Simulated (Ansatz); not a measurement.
Cost and result for the atomization energy of `N[SiH](O)Cl` (8 atoms, 7 bonds).

Z-matrix (Å, degrees):
```
Si
O 1 1.631
Cl 1 2.058 2 112.6
N 1 1.700 2 111.2 3 116.8
H 1 1.474 2 103.8 3 -116.0
H 2 0.960 1 116.7 3 -67.6
H 4 1.006 1 120.7 2 -147.4
H 4 1.007 1 121.4 2 60.6
```

Total charge 0; spin multiplicity 1. All single points use the PBE0-D4/def2-TZVP geometry. It is one conformer, not always the lowest. Program: Ansatz. All runs use 2 threads of a server CPU on a shared host. Times are those of one run each, without the atoms' runs, and a repeat can differ threefold. Electronic energies, without spin–orbit coupling; frozen cores. CCSD(T)/CBS adds CCSD(T) − MP2 in def2-TZVPP to the MP2 limit, and its time is that of the two runs behind it. T1 = 0.010. B3LYP takes the VWN-RPA correlation (the form of Gaussian; ORCA's B3LYP/G). HSE06 is the plane-wave form, built on full-range PBE exchange.

CCSD(T)/CBS is a level of theory with its own doubt, some kJ/mol a heavy atom from the limit and from the frozen cores, so smaller differences don't rank the functionals.

| level | functions | wall time |
| --- | --- | --- |
| LDA (SPW92)/def2-TZVPP | 202 | 1.7 s |
| revPBE-D4/def2-TZVPP | 202 | 3 s |
| CCSD(T)/def2-SVP | 84 | 3.3 s |
| CAM-B3LYP-D4/def2-TZVPP | 202 | 4.3 s |
| HSE06-D4/def2-TZVPP | 202 | 4.6 s |
| B3LYP-D4/def2-TZVPP (with forces) | 202 | 6.5 s |
| r2SCANh-D4/def2-TZVPP | 202 | 7.5 s |
| ωB97X-V/def2-TZVPP | 202 | 11 s |
| B97M-V/def2-TZVPP | 202 | 12 s |
| ωB97M-V/def2-TZVPP (with forces) | 202 | 16 s |
| MP2/def2-QZVPP | 374 | 24 s |
| CCSD(T)/def2-TZVPP | 202 | 99 s |
| CCSD(T)/CBS(def2) | – | 2 min |

Task: What atomization energy does each give, and how far from CCSD(T)/CBS? (Estimate.)

Result: Computed: 
```tsv
level	atomization (kcal/mol)	difference from CCSD(T)/CBS	per bond
LDA (SPW92)/def2-TZVPP	778.4	93.0	13.3
revPBE-D4/def2-TZVPP	670.8	-14.6	-2.1
CCSD(T)/def2-SVP	618.7	-66.7	-9.5
CAM-B3LYP-D4/def2-TZVPP	684.0	-1.4	-0.2
HSE06-D4/def2-TZVPP	675.9	-9.5	-1.4
B3LYP-D4/def2-TZVPP (with forces)	679.3	-6.1	-0.9
r2SCANh-D4/def2-TZVPP	675.5	-9.9	-1.4
ωB97X-V/def2-TZVPP	685.2	-0.2	0.0
B97M-V/def2-TZVPP	683.3	-2.1	-0.3
ωB97M-V/def2-TZVPP (with forces)	686.2	0.8	0.1
MP2/def2-QZVPP	690.8	5.4	0.8
CCSD(T)/def2-TZVPP	661.0	-24.4	-3.5
CCSD(T)/CBS(def2)	685.4	0.0	0.0
```

The D4 term adds +6.5 kcal/mol with B3LYP and +3.4 kcal/mol with PBE0; it sums over pairs of atoms, weighted by their polarisabilities, and B3LYP, whose exchange is more repulsive, gets the larger term. Leaving LDA and LC-ωPBE aside and taking each functional with its dispersion term where it has one, the values, not all of them listed here, spread over 29.9 kcal/mol, from BHLYP-D4 to PBE-D4. LDA lies +93.8 kcal/mol from PBE without D4, its usual overbinding. From PBE to PBE0 (25 % exact exchange), in def2-TZVPP and without D4, the atomization energy moves by −12.6 kcal/mol: exact exchange takes away binding that semilocal exchange gives to molecules.
